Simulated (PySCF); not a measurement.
A structure optimised at PBE-D3(BJ)/def2-SVP, used in a PySCF frequency run:

```xyz
12

In    -0.0109    -0.2594     0.7964
H     -0.2750    -1.3043     2.1376
O      1.3366     1.2475     0.5906
H      1.8692     1.3419     1.4041
O     -1.1334    -0.4388    -0.8749
C     -0.9209     0.3561    -2.0270
C      0.5072     0.3003    -2.5627
H     -1.6253    -0.0205    -2.8063
H     -1.2012     1.4231    -1.8451
H      0.7984    -0.7478    -2.7836
H      0.6079     0.8891    -3.4984
H      1.2182     0.7211    -1.8192
```

Write its SMILES and formula.

CC[O][InH][OH], C2H7InO2

What are its rotational constants (standard atomic weights)?

4.6402, 1.8033, 1.3956 GHz
